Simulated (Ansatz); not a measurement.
Reaction (substitution at a C–Al bond): `[CH3][Al]([F])[BH]O` + `[NH2][AlH][Cl]` → `C[NH][AlH][Cl]` + `O[BH][AlH][F]`

Gas-phase electronic energies from Ansatz, PBE0-D4/def2-TZVP geometries. CCSD(T)/CBS adds triple-zeta CCSD(T) − MP2 to the extrapolated MP2 energy (def2 sets, frozen cores). Functionals use def2-TZVPP. Each species was taken in one conformer, which may not be the lowest.

CCSD(T)/CBS gives +90.5 kJ/mol.

Q: Another level gave +79.0 kJ/mol. Which?
A. r2SCANh/def2-TZVPP
B. PBE0/def2-TZVPP
C. RPA@PBE/def2-TZVPP
D. BLYP-D4/def2-TZVPP

A: C. RPA@PBE/def2-TZVPP 79.0, PBE0 89.1, BLYP-D4 84.1, r2SCANh 93.4 kJ/mol.

Largest T1 diagnostic among the species: 0.014.

In def2-TZVPP, CCSD(T) changes the Hartree–Fock value by +7.8 kJ/mol (the triples alone add +0.6 kJ/mol) and MP2 by +11.7 kJ/mol. Leaving LDA and LC-ωPBE aside and taking each functional with its dispersion term where it has one, the values, not all of them listed here, spread over 10.4 kJ/mol, from revPBE-D4 to r2SCAN-D4. LDA lies −3.1 kJ/mol from PBE without D4.
